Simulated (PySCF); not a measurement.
**Computed beside measured shifts: PhSiCl2(SeBu) (C10H14Cl2SeSi)**

System: PhSiCl2(SeBu) (C10H14Cl2SeSi), SMILES CCCC[Se][Si](Cl)(Cl)c1ccccc1.

Atom-mapped SMILES (hydrogens are numbered by the atom that bears them): [CH3:1][CH2:2][CH2:3][CH2:4][Se:5][Si:6]([Cl:7])([Cl:8])[c:9]1[cH:10][cH:11][cH:12][cH:13][cH:14]1

Computed with GIAO PBE0/pcSseg-2, gas phase, PySCF SCF with an in-house response code, fitting set def2-universal-JFIT up to Ne and JKFIT beyond, grid level 2, non-relativistic, geometry: PBE0-D3(BJ)/def2-SVP.

One optimised conformer. Values are averaged over the atoms that symmetry or fast rotation interchanges, on this one geometry and without vibrational averaging. Shifts are the reference shielding less the shielding here, at the same level (13C, 1H, 29Si against isolated TMS; 77Se against isolated Me2Se); nuclei without a reference have shieldings only.

Spin-orbit coupling is left out, which matters for the heavier atoms here.

What shifts does this level give for Si6, Se5, and how do they compare with measurement?


```tsv
atom	nucleus	computed / ppm	measured / ppm	computed less measured	measured against	medium of the measurement
Si6	29Si	42.3	8.1	34.2	TMS	solution
Se5	77Se	-48.1	-9	-39.1	Me2Se	solution
```

Measured values: U. Herzog, Habilitationsschrift, TU Bergakademie Freiberg, 2002/2003.
